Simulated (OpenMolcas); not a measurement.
Ti3+ with 6 ligands (chloride) in octahedral coordination (Oh). A charge of +0.5 e stands 3.2 Å behind each ligand. Ligand basis ANO-RCC-VDZP.

```
Program             : OpenMolcas 26.06
Method              : SS-CASPT2, IPEA 0.25 Eh, imaginary shift 0.1 Eh (closed shells correlated: 3s 3p and the ligand valence shells)
Basis               : ANO-RCC-VDZP [5s4p2d1f]
Scalar Hamiltonian  : DKH2, point nucleus
Active space        : 1 electron in 5 orbitals (3d)
State averaging     : 2S+1 = 2 even, 5 roots
Spin-orbit coupling : state interaction with AMFI integrals over the reference wave functions
```

All ligands move together. At R = 2.43 Å |10Dq| is 12032 cm-1, and at R = 2.48 Å it is 10956 cm-1.

Task: A third run gives 15091 cm-1. What distance was it run at?

Result: With a power law R^-n the two known points give n = -ln(10956 / 12032) / ln(2.48 / 2.43) = 4.60. Then R = 2.43 × (12032 / 15091)^(1/4.60) = 2.313 Å. The run was at 2.32 Å, so the estimate is off by -0.007 Å.

Roots that are degenerate in the reference are averaged as groups; the widest CASPT2 spread within a group is 130 cm-1 (the 3-fold group of multiplicity 2 near 0 cm-1 above the lowest state of its run, R = 2.48). Shifts and gaps below about the spread of the groups concerned are not significant. Over all roots computed the reference weight is 0.67 in R = 2.32, 0.68 in R = 2.43, 0.68 in R = 2.48; a low but even weight reflects the number of correlated electrons. An orbital triplet at a regular site is open to Jahn-Teller coupling, which can distort the site and quench the lowest spin-orbit gaps and is left out. Ligand-to-metal charge-transfer states are missing. With one d shell and no ligand orbital active, 10Dq can be off by a tenth or more. The least metal-like active orbital is 84 % on the metal (Löwdin) and no ligand orbital is active, so the numbers are rough (holds for R = 2.32). No measured value stands beside these numbers; the geometry is a model, was not optimised and need not be the one that this ion takes.
